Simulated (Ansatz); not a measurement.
Start from `CBC[SiH2]O` and change one atom or group to get `CBCF`.

Ansatz, PBE0-D4/def2-TZVP geometries, multiplicity 1. Each molecule was computed in one conformer, which needn't be the lowest.

```csv
property,`CBC[SiH2]O`
LUMO energy (PBE0/def2-TZVPP) / eV,-0.87
zero-point energy (PBE0-D4/def2-TZVP) / kJ/mol,281.3
size of the dipole moment (ωB97M-V/def2-TZVPP) / D,0.89
HOMO energy (B3LYP/def2-TZVPP) / eV,-8.37
HOMO–LUMO gap (ωB97M-V/def2-TZVPP) / eV,11.91
size of the dipole moment (B3LYP/def2-TZVPP) / D,0.89
```

What does the change do to each property? (An estimate is asked.)

The calculation gave: 
```json
{"property": "LUMO energy (PBE0/def2-TZVPP) / eV", "`CBCF`": "-1.06", "shift": "-0.19"}
{"property": "zero-point energy (PBE0-D4/def2-TZVP) / kJ/mol", "`CBCF`": "204.4", "shift": "-76.9"}
{"property": "size of the dipole moment (ωB97M-V/def2-TZVPP) / D", "`CBCF`": "2.30", "shift": "1.41"}
{"property": "HOMO energy (B3LYP/def2-TZVPP) / eV", "`CBCF`": "-8.44", "shift": "-0.07"}
{"property": "HOMO–LUMO gap (ωB97M-V/def2-TZVPP) / eV", "`CBCF`": "11.92", "shift": "0.01"}
{"property": "size of the dipole moment (B3LYP/def2-TZVPP) / D", "`CBCF`": "2.30", "shift": "1.41"}
```

With PBE0 the HOMO falls by 0.08 eV and the LUMO falls by 0.19 eV, so the gap narrows by about 0.11 eV. PBE moves the HOMO by 0.04 eV and ωB97M-V by -0.14 eV. The zero-point energy changes by -76.9 kJ/mol with -12 modes. Dipoles are sizes alone; their direction can turn.

B3LYP here is the variant with VWN-RPA as its local correlation; programs differ in this.
